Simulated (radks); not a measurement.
Neutral indium inside a hard spherical wall (all orbitals vanish at R), configuration held at [Kr] 4d10 5s2 5p1 and not refilled when levels cross. All-electron calculation, scalar-relativistic Kohn-Sham, PBE, spin-polarised, spherical densities, point nucleus; open shells are filled with parallel spins first (spin-orbit coupling, left out, can overturn this in heavy ions). Program: a radial shooting solver on a logarithmic mesh with Libxc functionals. Eigenvalues in eV for spin up, with the zero of energy where the potential of the charges vanishes at infinity; a dash marks a level that is unbound or too diffuse for the functional's potential to be trusted. A positive occupied level is held by the wall or, in an anion where self-interaction has pushed it up, behind a barrier. The pressure on the wall is -dE/dV.

R (bohr)  E (hartree)  kinetic (hartree)    e(4p)    e(4d)   e(5s)   e(5p)  e(6s, empty)  e(5d, empty)  pressure (GPa)
free      -5881.64187           6130.559  -78.083  -18.604  -8.444  -2.778             -             -               0
12        -5881.64166           6130.561  -78.055  -18.577  -8.422  -2.756         0.007         1.232         0.00298
7         -5881.62440           6130.657  -77.343  -17.879  -7.896  -1.983         4.851         4.597           0.800
6         -5881.59454           6130.804  -76.635  -17.192  -7.322  -1.076         9.030         6.952            3.19
4         -5881.16847           6132.575  -71.886  -12.690  -1.974   6.751        37.855        21.937            90.5
3.5       -5880.70239           6134.388  -68.631   -9.619   2.756  13.141        58.374        32.329             259
3         -5879.62180           6138.488  -62.904   -4.098  12.448  25.603        94.906        50.726             857
2.5       -5876.77161           6149.014  -51.946    7.059  34.740  52.770        166.19        86.597            3470
